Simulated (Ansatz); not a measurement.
**Energy profile**

The step: AlH₃SO₂ ([OH][Al]([OH])[SH]) + AsH₃ → AlAsH₄O₂ ([OH][Al]([OH])[AsH2]) + H₂S (still joined by a long Al–S bond); bonds formed: S2–H5; bonds broken: H5–As6; bonds weakened to dative contacts: Al1–S2 (atoms numbered as in the saddle structure below).

```
11
angstrom
Al -0.5348 -0.0655 -0.5518
S 1.6424 0.5631 -1.2774
O -1.0038 -1.5740 -1.1833
O -1.4251 1.3878 -0.6022
H 1.7973 0.0792 0.3378
As 0.6577 -0.4876 1.6083
H 1.4472 1.8444 -0.9184
H -1.2535 -1.7181 -2.0940
H -2.3472 1.4454 -0.3600
H 0.3363 0.3749 2.7968
H 0.6832 -1.8496 2.2444
```

Electronic energies by CCSD(T) at an estimated basis limit (MP2 extrapolated from triple and quadruple zeta, plus CCSD(T) − MP2 in triple zeta), on PBE0-D4/def2-TZVP structures; AlAsH6SO2, closed shell; no counterpoise correction. Ansatz 0.2.0; basis: def2-TZVPP and def2-QZVPP; cores frozen in the correlated methods. Filled d shells of the heavier atoms are correlated. The def2 sets are not built for correlating such inner shells, so the correlated values are less sure here. Extrapolation: Hartree–Fock as exp(−7.88 √X), correlation as X^−2.97.

(1) Give the profile in kJ/mol, counted from the separated reactants. (Judge from chemistry; the value comes from the calculation.)

The T1 diagnostic stays at or below 0.013.

## Answers

(1) The calculation gives:
| point | kJ/mol |
| --- | --- |
| separated: AlH3SO2 (linked as [OH][Al]([OH])[SH]; Al1, S2, O3, O4, H7, H8, H9; singlet) + AsH3 (H5, As6, H10, H11; singlet) | 0.0 |
| start structure | -39.4 |
| saddle | 90.4 |
| end structure | 7.6 |
| separated: AlAsH4O2 (linked as [OH][Al]([OH])[AsH2]; Al1, O3, O4, As6, H8, H9, H10, H11; singlet) + H2S (S2, H5, H7; singlet) | 49.0 |

For scale, one of the runs: CCSD(T)/def2-TZVPP, 278 basis functions, launched by `ansatz run in.yaml --threads 8 --pin off --events-out ev --progress --plain --max-ram 19148MiB`. The run took 3.4 min on 8 CPU threads of an Arm Neoverse V2 (shared host), with 7.6 GiB of host memory at its peak.
